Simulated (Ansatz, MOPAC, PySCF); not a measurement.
Donor–acceptor adduct: GaH3 (SMILES [GaH3]) (first 4 atoms) with PH3 (SMILES P); geometry from B3LYP-D3(BJ)/def2-TZVP, rigid monomers moved along the line of their centres of mass till Ga1···P5 is 2.31 Å.
(charge 0, multiplicity 1):
```xyz
8

Ga    -0.46140     0.48940     0.71029
H     -1.53945     1.49702     1.26562
H     -0.95067    -0.79868    -0.05585
H      1.00394     1.01248     0.45528
P     -0.01631    -0.55424     2.72649
H      0.93619    -1.59129     2.77015
H      0.47336     0.21206     3.80238
H     -1.05922    -1.21182     3.40802
```

Monomers are frozen at their geometry in the pair; levels with a basis set take the counterpoise correction. Rows marked so take none.

Cores are frozen in the correlated methods. Filled d and f shells under p-block atoms count as core. CBS(a, b) extrapolates the correlation energy as X⁻³ and adds the Hartree–Fock energy of set b. Rows in 3-21G, 6-31G*, STO-3G carry no dispersion term and start afresh at each structure (6-31G* with six Cartesian d functions); the Pople sets are all-electron and without relativity. The state reached by PM3 isn't checked.

Programs: Ansatz (an electronic-structure program) with Gaussian orbitals; MOPAC for PM3 (differences of heats of formation); PySCF for 3-21G rows, 6-31G* rows, STO-3G rows, the dispersion terms. Values without a source in brackets are computed.

Other levels give for the interaction energy: PBE/def2-TZVPPD -614.1; B3LYP/def2-TZVPPD -407.3; B3LYP-D3(BJ)/def2-TZVPPD -547.0; wB97M-V/def2-TZVPPD -539.6; CCSD(T)/CBS(def2-SVPD, def2-TZVPPD) -409.9 meV.

Common cheap choices:

```tsv
level	interaction energy (meV)	less -409.9 (CCSD(T)/CBS(def2-SVPD, def2-TZVPPD))
PM3	-2906.6	-2496.7
HF/STO-3G (no counterpoise)	-1636.5	-1226.6
HF/3-21G (no counterpoise)	-214.6	195.3
HF/6-31G*	-126.2	283.6
HF/6-31G* (no counterpoise)	-158.9	251.0
BP86/6-31G* (no counterpoise)	-577.2	-167.3
B3LYP/3-21G (no counterpoise)	-638.2	-228.3
M06-2X/6-31G* (no counterpoise)	-526.0	-116.1
```
